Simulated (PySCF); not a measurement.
Species: C2H7BGeO3.
Z-matrix (Å and degrees, PBE0-D3(BJ)/def2-SVP geometry), rows numbered from 1:
```
C 
C   1  1.3465
O   2  1.3500  1  118.65
Ge  3  1.8010  2  131.51  1  -179.99
B   2  1.5772  1  121.23  3   179.68
O   5  1.3589  2  124.88  1     1.73
O   5  1.3606  2  116.62  1  -178.26
H   1  1.0933  2  121.52  3     0.04
H   1  1.0922  2  121.21  3  -179.76
H   4  1.5388  3  100.01  2   179.04
H   4  1.5361  3  111.00  2   -64.48
H   4  1.5360  3  111.12  2    62.48
H   6  0.9612  5  113.38  2     0.63
H   7  0.9634  5  112.97  2  -179.98
```

Linear response at wB97X-D/def2-SVPD (PySCF, frozen core in the response, non-relativistic). The wB97X-D/def2-SVPD calculation is non-relativistic and has no spin–orbit coupling, an omission that weighs most on germanium.

Static isotropic polarisability: 81.74 au (12.11 Å³), principal values 61.8, 81.6, 101.9 au.

Question: What is the polarisability at 1064 nm and at the sodium D line?

Answer: 82.65 au at 1064 nm (+1.1 %), 84.85 au at 589.3 nm (+3.8 %). The rise at 589.3 nm is 3.44 times that at 1064 nm; a pure ω² law gives 3.26. The lowest singlet lies at 217 nm, shorter than both wavelengths.

Question: What is the isotropic C6 coefficient between two such molecules, C6 = (3/π)∫α(iω)² dω?

Answer: 2550 au (Eh·bohr⁶) by a ten-point quadrature over imaginary frequencies, which is 1520 eV·Å⁶ or 147 J·nm⁶/mol.

Question: Which effective excitation energy ω̄ makes London's formula C6 = (3/4)α²ω̄ exact here?

Answer: ω̄ = 4·C6/(3α²) = 0.509 Eh = 13.8 eV. A one-pole form α(ω) = α/(1 − ω²/ω̄²) fitted to the 1064 nm value gives 11.1 eV. London's choice of the ionisation energy (8.64 eV, ΔSCF at the same level) gives C6 = 1590 au, 38 % too low.

Question: How many electrons N does the Slater–Kirkwood formula C6 = (3/4)·√N·α^(3/2) need to give this C6?

Answer: N = (4·C6/3)²/α³ = 21.2; the species has 80 electrons in all.

Question: How anisotropic is the static polarisability, by Δα² = ½[(α1 − α2)² + (α2 − α3)² + (α3 − α1)²]?

Answer: Δα = 34.7 au, or 0.42 of the isotropic value.

Question: What molar refraction at the D line follows from R = (4π/3)·N_A·α′, with α′ the polarisability volume?

Answer: α′ = 12.57 Å³ gives R = 31.72 cm³/mol, for isolated, non-vibrating species.

Question: What does −C6/R⁶ come to at R = 12 Å between centres?

Answer: -49 J/mol. This is the leading, orientation-averaged term; C8 and higher terms are left out.

Question: What three-body coefficient follows from the one-pole estimate C9 = (3/4)·α·C6?

Answer: 156000 au. This is an estimate from the two numbers above, not a computed integral.

One conformer stands for the species.

Note: wB97X-D ran without an empirical dispersion term, which enters the total energy and its gradient alone.
